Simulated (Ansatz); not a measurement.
Input and output for C3H5AlO4 (`[OH][Al-]1([OH])[O]C=CC=[O+]1`).

```yaml
crystal:
  periodic: [false, false, false]
  atoms:
    - {symbol: O, position_ang: [0.907012, 1.086548, 2.274348]}
    - {symbol: Al, position_ang: [1.009437, 0.348236, 0.748060]}
    - {symbol: O, position_ang: [2.551125, 0.025946, 0.113369]}
    - {symbol: O, position_ang: [0.038791, 1.240674, -0.524171]}
    - {symbol: C, position_ang: [-0.874449, 0.747896, -1.248585]}
    - {symbol: C, position_ang: [-1.374114, -0.544858, -1.152707]}
    - {symbol: C, position_ang: [-0.898690, -1.431219, -0.194429]}
    - {symbol: O, position_ang: [0.011977, -1.185615, 0.649420]}
    - {symbol: H, position_ang: [0.096978, 1.306390, 2.725951]}
    - {symbol: H, position_ang: [3.347874, 0.244537, 0.590854]}
    - {symbol: H, position_ang: [-1.297304, 1.419480, -2.002451]}
    - {symbol: H, position_ang: [-2.158145, -0.861501, -1.825277]}
    - {symbol: H, position_ang: [-1.340192, -2.431316, -0.139481]}
basis:
  gaussian: {orbitals: def2-TZVP}
hamiltonian: {xc: {name: PBEsol}}
```

```sh
$ ansatz run in.yaml --threads 4 --pin off --events-out ev --progress --plain --max-ram 11315MiB
```

Shortened log:

```
Functional definition: PBEsol
1623 factors; their error is unknown
mean field evaluation 1: about -17896.0058 eV, gradient 1.1e2 eV
mean field evaluation 2: about -17799.9002 eV, gradient 2.3e2 eV
mean field evaluation 4: about -17917.7047 eV, gradient 1.3e1 eV
mean field evaluation 8: about -17918.0546 eV, gradient 4.5e-1 eV
mean field evaluation 16: about -17918.0183 eV, gradient 4.0e-4 eV
mean field -17918.01831975 eV, -658.4750279817 hartree, gradient 4.2e-5 eV, S^2 0.000000; 0 other end points of the search recorded, 0 dependent functions left out
reference -17918.01837103 eV, -658.4750298664 hartree; 34, 34 occupied and 250, 250 virtual orbitals, 1623 factors
Total energy: -17918.01837103 eV, -658.4750298664 hartree
```

Run time 3.7 s (4 threads of an Arm Neoverse V2 on a shared host); peak host memory 0.64 GiB.
